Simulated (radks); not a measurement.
Values are calculated unless marked as measured or tabulated.
The caesium ion Cs11+ is in [Kr] 4d8. Code: a radial shooting solver on a logarithmic mesh with Libxc functionals. Model: scalar-relativistic Kohn-Sham, PBE, spin-polarised, spherical densities, finite nucleus; Fermi nuclear charge, rms radius of each element as measured or else 0.836 A^(1/3) + 0.57 fm. Open shells are filled with parallel spins first. One electron is removed from 4d, 4p, 4s, 3d in turn, with full relaxation. Which removal costs least, and what does each cost?

Answer. 4d 262.93 eV; 4p 353.27 eV; 4s 414.71 eV; 3d 930.00 eV. The 4d electron leaves first.
